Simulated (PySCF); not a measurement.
C₄H₁₆Si₄.
SMILES: `[SiH3][Si]([SiH3])([SiH3])C1CCC1`

Torsions of this conformer, `[SiH3:1][Si:2]([SiH3:3])([SiH3:4])[CH:5]1[CH2:6][CH2:7][CH2:8]1`: Si1–Si2–C5–C6 50°.

The closed-shell ground state was solved at several levels (PySCF, density fitting, gas phase, non-relativistic). Isolated species at its PBE0-D3(BJ)/def2-SVP geometry (one conformer only).

```
            level  basis functions  HOMO (eV)  LUMO (eV)  gap (eV)  dipole (D)
mPW1PW91/pcSseg-1              244      -7.80      -0.29      7.51        1.33
   PBE0/def2-SVPD              304      -7.68      -0.26      7.42        1.37
```

What might PBE0/pcSseg-1 (244 basis functions) give for the same quantities?

HOMO -7.77 eV, LUMO -0.30 eV, gap 7.47 eV, dipole 1.34 D.

Over all these levels, which gives the widest orbital gap and which the narrowest?

mPW1PW91/pcSseg-1 (global hybrid, 25 % exact exchange) has the widest, 7.51 eV, and PBE0/def2-SVPD (global hybrid, 25 % exact exchange) the narrowest, 7.42 eV. Functional and basis both differ between the two, so the spread mixes both effects.

How far do the dipole and the HOMO energy spread over the levels?

The dipole runs from 1.33 to 1.37 D (mean 1.35 D) and the HOMO from -7.80 to -7.68 eV.
